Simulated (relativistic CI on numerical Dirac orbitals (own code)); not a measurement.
## Tm³⁺: M4,5 absorption edge

Computed with this model: Dirac-Coulomb-Breit CI, orbitals from a KLI potential per configuration, model QED (radiative potential, 1s self-energy scaled to tabulated hydrogen-like ionisation energies), valence Slater integrals scaled by 0.7, multiplet model of core-to-valence dipole absorption; configurations [Xe] 4f12 → [Ar] 3d9 4s2 4p6 4d10 4f13 5s2 5p6; 10 K; Lorentzian 0.36 eV and Gaussian 0.4 eV FWHM. Energies are those of the free ion, without screening or charge transfer. The branching ratio is the share of the lower-energy edge in the whole absorption, uncertain by about 0.02 where the edges overlap. S is read from ⟨S²⟩ = S(S + 1).

Case free ion, the dichroism is that of the ground state at zero temperature, magnetised by magnetic field 10 T along z. The dichroism I(Δm = −1) − I(Δm = +1), over the sum of the three polarisations, integrates to -0.8017 on the lower edge and -0.0327 on the upper edge. The branching ratio is 0.967.

Q: Use the orbital sum rule with 2 holes to get ⟨Lz⟩.

A: For a d → f edge ⟨Lz⟩ = 3 × n_h × (sum of both integrals) in this sign convention = -5.01; the ground state itself has ⟨Lz⟩ = -5.01 and ⟨Sz⟩ = -0.99. The rule assumes one radial integral for both edges, which relativistic orbitals only approach.
